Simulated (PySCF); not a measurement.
**Computed structure and properties of [BiO2]+**

System: [BiO2]+ (singlet); start: template (C2v). Method: PySCF 2.14.0, RKS BP86, Bi def2-SVP with ECP60, O def2-SVP; non-relativistic Hamiltonian with scalar-relativistic core potentials where named; density fitting; no spin-orbit coupling.

Input of the relaxation:

```python
mol = gto.M(atom='''
Bi     0.00000     0.00000    -0.09229
O      1.55350    -0.00000     0.60291
O     -1.55350     0.00000     0.60291''',
    basis={'Bi': 'def2-SVP', 'O': 'def2-SVP'},
    ecp={'Bi': 'def2-SVP'},
    charge=1, spin=0)
mf = dft.RKS(mol, xc='B88,P86')
mf.grids.atom_grid = (50, 194)
mf = mf.density_fit()  # fitting sets: Bi def2-universal-JKFIT, O def2-universal-JKFIT
mf.conv_tol = 1e-08; mf.max_cycle = 55
mf.kernel(dm0)  # dm0: converged density of the start geometry
# quasi-Newton relaxation in Cartesian coordinates to a largest gradient under 0.00045 Eh/bohr, steps kept in the point group
```

Run from Python with OMP_NUM_THREADS=2; the lines above give its settings. Where DIIS fails, smearing, a level shift and second-order steps follow.
It took 18 s on 2 threads of Arm Neoverse N1 (shared host), from the converged density of the start.

Course of the relaxation:

| step | energy above end (eV) | largest force component within the symmetry (eV/Å) |
| --- | --- | --- |
| 0 | 2.7790 | 11.605 |
| 1 | 0.3651 | 0.731 |
| 2 | 0.2942 | 0.566 |
| 3 | 0.1602 | 1.238 |
| 4 | 0.1259 | 0.761 |
| 5 | 0.0702 | 0.413 |
| 6 | 0.0278 | 0.218 |
| 7 | 0.0050 | 0.297 |
| 8 | 0.0004 | 0.088 |
| 9 | 0.0000 | 0.004 |

Relaxed geometry (D∞h):

```xyz
3

Bi    0.0000    0.0000    0.3691
O     1.9209    0.0000    0.3722
O    -1.9209    0.0000    0.3722
```

```csv
contact,Å
Bi1–O2 (O),1.921
Bi1–O3 (O),1.921
```

On the finer grid (75, 302):

- HOMO: -14.51 eV
- LUMO: -12.88 eV
- Dipole about the centre of mass: 0.01 D
- Set of Mulliken populations of Bi1 outside the core potential: s 3.71, p 7.63, d 10.25
- D3(BJ) dispersion energy (not in the energies): -0.083 eV

```
atom  Mulliken (e)  Löwdin (e)  spin (e)
 Bi1          1.41        1.31      0.00
  O2         -0.21       -0.15      0.00
  O3         -0.21       -0.15      0.00
```

On the grid (50, 194), as all that follows. Harmonic modes: a minimum; lowest 113 cm⁻¹ (negative: unstable), highest 768 cm⁻¹, zero-point energy 0.104 eV.

Rigid scan of O along the line from its metal:

(distance to O2 (Å), energy (eV)): (1.62, 2.284), (1.72, 0.840), (1.82, 0.175), (1.92, 0.000), (2.02, 0.122), (2.12, 0.415), (2.22, 0.791), (2.37, 3.238)

One start shape was tried, so this needn't be the lowest isomer.
